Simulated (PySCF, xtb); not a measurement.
TeClBr, SMILES Br[Te]Cl.

Geometry optimised at PBE0-D3(BJ)/def2-TZVP. The def2 effective core potentials stand for the cores of Te; spin–orbit coupling is left out.

Level of theory: IEF-PCM-PBE0/def2-SVP run with PySCF.

The values are the electrostatic part of the solvation free energy, E(continuum) − E(gas) at the gas-phase geometry, in a cavity of scaled van der Waals radii (PySCF's table); cavitation and dispersion terms are not included. In vacuum the orbital gap is 3.73 eV. The dipole moment in vacuum is 1.87 D.

```tsv
solvent	ε	ΔG(elec) (kcal/mol)	dipole (D)	gap (eV)
water	78.36	-2.9	2.57	3.82
toluene	2.37	…	…	…
ethylethanoate	5.99	-2.1	2.39	3.80
```

Complete the blanks. (The exact figures need the calculation; the answer reports its results.)


- toluene, ΔG(elec) (kcal/mol): -1.3
- toluene, dipole (D): 2.17
- toluene, gap (eV): 3.77

For comparison, GFN2-xTB/ALPB(water) (xtb, at the GFN2-xTB geometry, all terms of that model) gives -1.2 kcal/mol.
